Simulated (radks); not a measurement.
The selenium anion Se- inside a hard spherical wall (all orbitals vanish at R), configuration held at [Ar] 3d10 4s2 4p5 and not refilled when levels cross. Method: scalar-relativistic Kohn-Sham, LDA (Slater exchange, VWN5 correlation), spin-polarised, spherical densities, finite nucleus; open shells are filled with parallel spins first; Fermi nuclear charge, rms radius 4.14 fm; computed with a radial shooting solver on a logarithmic mesh with Libxc functionals. Eigenvalues in eV for spin up, with the zero of energy where the potential of the charges vanishes at infinity; a dash marks a level that is unbound or too diffuse for the functional's potential to be trusted. A positive occupied level is held by the wall or, in an anion where self-interaction has pushed it up, behind a barrier. The pressure on the wall is -dE/dV.

R (bohr)  E (hartree)  kinetic (hartree)    e(3p)    e(3d)    e(4s)   e(4p)  e(5s, empty)  e(5p, empty)  pressure (GPa)
20        -2426.89619           2475.518  -144.62  -45.324  -10.053   0.266         2.305         2.554        < 0.0001
15        -2426.89612           2475.519  -144.60  -45.307  -10.037   0.281         2.900         3.479        0.000421
10        -2426.89436           2475.529  -144.41  -45.110   -9.858   0.442         4.296         5.869          0.0320
8         -2426.88720           2475.568  -143.95  -44.658   -9.468   0.801         5.950         8.530           0.279
4         -2426.35157           2477.768  -134.40  -35.205   -2.218   8.829        32.393        41.893             103
2         -2414.28494           2514.318  -84.168   14.313   60.556  81.943        243.49        264.61           15000
